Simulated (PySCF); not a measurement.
Two-component Hartree-Fock for Mn⁺ (manganese, charge +1)

Start: [Ar] 3d5 4s1; 3d5/2 filled at m_j = -3/2, -1/2, +1/2, +3/2, +5/2; 4s1/2 filled at m_j = +1/2. Calculated with PySCF 2.14 in x2c-SVPall-2c with one added diffuse shell each of s, d type (6s5p4d1f, 48 functions): generalised Hartree-Fock with the X2C-1e Hamiltonian and a Gaussian nucleus; one run each with spin-orbit coupling (SO) switched off, then screened by Boettger's factors. This is a chosen level, not necessarily the ground level.

```
spinor shell  electrons  ε, spin-free (eV)  ε, screened SO (eV)  weight of nominal j (screened SO)  rms radius, screened SO (bohr)
       1s1/2          2            -6604.7              -6604.7                              1.000                          0.0704
       2s1/2          2            -811.39              -811.38                              1.000                           0.302
       2p1/2          2            -685.34              -692.79                              0.978                           0.271
       3s1/2          2            -113.73              -113.73                              1.000                           0.917
       3p1/2          2            -75.960              -76.421                              0.664                           0.986
       3p3/2          4            -75.960              -75.736                              0.832                           0.990
       3d5/2          5            -25.341              -25.341                              0.593                            1.28
       4s1/2          1            -14.909              -14.909                              1.000                            3.12
```

Task: Where does 2p3/2 lie, and what is the 2p spin-orbit splitting (screened SO)?

Result: At -681.67 eV, 11.124 eV above 2p1/2.

```
   quantity    spin-free  screened SO
E (hartree)  -1156.98978  -1157.00020
        M_J            3            3
       ⟨J²⟩       12.000       12.000
       ⟨L²⟩        0.000        0.001
       ⟨S²⟩       12.000       11.999
```

Each row is a mean over spinors that exchange with the open shell spreads, by up to 13.991 eV (3p3/2).

Rows whose weight is well below 1 are mixtures of j = l ± 1/2: exchange outweighs spin-orbit coupling there, and the label is only the starting occupation.

Without spin-orbit coupling the j labels of p, d and f shells carry no meaning; the spin-free column gives the mean over the occupied spinors of each nl shell.
